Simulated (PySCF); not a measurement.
**Working out the excitation energy of Sn**

Sn [Kr] 4d10 5s2 5p2 (3P) → Sn [Kr] 4d10 5s1 5p3 (5S). Computed with PySCF 2.14 in def2-TZVPPD with the def2 core potential (28 electrons) (7s5p4d2f, 56 functions), with a scalar-relativistic core potential. Frozen: 4s2 4p6 4d10. Energies in hartree (1 hartree = 27.21139 eV):

| part | Sn (lower) | Sn (upper) |
| --- | --- | --- |
| UHF | -213.339962 | -213.231147 |
| CCSD correlation | -0.056061 | -0.020834 |
| (T) | -0.001559 | -0.000295 |

Question: What does Hartree-Fock give?

Answer: (-213.231147) − (-213.339962) = 0.108815 hartree = 2.961 eV.

Question: What do CCSD and CCSD(T) give?

Answer: The CCSD correlation energies differ by 0.035227 hartree = 0.959 eV and the triples by 0.001264 hartree = 0.034 eV, so CCSD gives 3.920 eV and CCSD(T) 3.954 eV.

Measured between the centres of the two terms (NIST): 4.607 eV, so CCSD(T) (valence) is off by -0.653 eV.

What remains against the reference includes basis incompleteness, the frozen core and higher excitations.
